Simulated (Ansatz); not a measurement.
A structure relaxed at PBE-D4/def2-SVPD in Ansatz, charge -3, singlet:

```xyz
13

Ga    0.002   -0.001    0.001
O     1.751   -0.131   -1.165
H     1.208   -0.490   -1.897
O    -1.751    0.130    1.160
H    -1.213    0.501    1.891
O    -0.134    1.960   -0.757
H     0.748    1.839   -1.166
O     0.135   -1.960    0.761
H    -0.747   -1.835    1.171
O     0.997    0.554    1.770
H     1.109   -0.397    1.979
O    -0.992   -0.561   -1.772
H    -1.112    0.390   -1.976
```

Task: Give its formula, name or SMILES.

Result: [Ga(OH)6]3- (GaO6H6³⁻).

Task: Summarise the bond lengths by kind (pairs closer than 1.2 times the sum of covalent radii, bridged metal pairs left out).

Result: 6 × Ga–O 2.10 to 2.11 Å; 6 × H–O 0.98 Å.

A multiply charged anion in the gas phase is held together partly by the finite basis. The highest occupied level of the charge -3 singlet lies above zero (up to 7.18 eV). The electron is either unbound and held by the finite basis, or the level is raised by self-interaction error.
